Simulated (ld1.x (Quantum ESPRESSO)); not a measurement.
## Configuration tests for Rb (PAW)

Rb (Z = 37), PAW, made with ld1.x (Quantum ESPRESSO) 7.5 (LDA (PZ), scalar-relativistic). Core [Ar] 3d10, reference 4s2 4p6 4d0 5s0 5p0 (charge +1). Waves: 4s (bound): rcut 1.85, rcutus 2.05 bohr; 5s (bound, empty): rcut 1.85, rcutus 2.05 bohr; 4p (bound): rcut 2.60, rcutus 3.25 bohr; 5p (bound, empty): rcut 2.60, rcutus 3.25 bohr; 4d (bound, empty): rcut 3.60, rcutus 4.40 bohr; 4d channel at 0.4 Ry: rcut 3.60, rcutus 4.40 bohr. Local part: all-electron potential smoothed inside 2.80 bohr (lloc = -1). Core correction: Bessel-smoothed model core inside 2.10 bohr. Augmentation charge: BESSEL, radius 1.60 bohr.

Energies are relative to the spin-unpolarised reference configuration 4s2 4p6 4d0 5s0 5p0; without spin polarisation the order of configurations can differ from experiment. Not all tests gave a result: test run stopped at test 4 of 9 (negative rho). The frozen-core shift is the all-electron ΔE with the core orbitals held at their reference shape minus the fully relaxed ΔE.

Its overlap operator is not positive definite in a basis up to 400 Ry (lowest eigenvalue d -0.59), so the file is unfit for use: the generalised eigenproblem breaks down once the basis is large enough, and its test numbers describe a broken file.

```
valence configuration  charge  ΔE all-electron (eV)  error AE − PS (meV)  frozen-core shift (meV)
  4s2 4p6 4d0 5s1 5p0       0                -4.277                 +0.4                     -0.1
4s2 4p6 4d0 5s0.5 5p0    +0.5                -2.618                 +0.1                      0.0
  4s2 4p6 4d0 5s0 5p1       0                -2.657                 +2.0                     -0.2
```

A variational frozen-core shift is positive and of second order in the change. This column holds negative values, so the frozen-core run of ld1.x carries numerical noise or an error of first order here, and the column gives no more than the rough size of the effect.

The ghost test of this file was not conclusive.
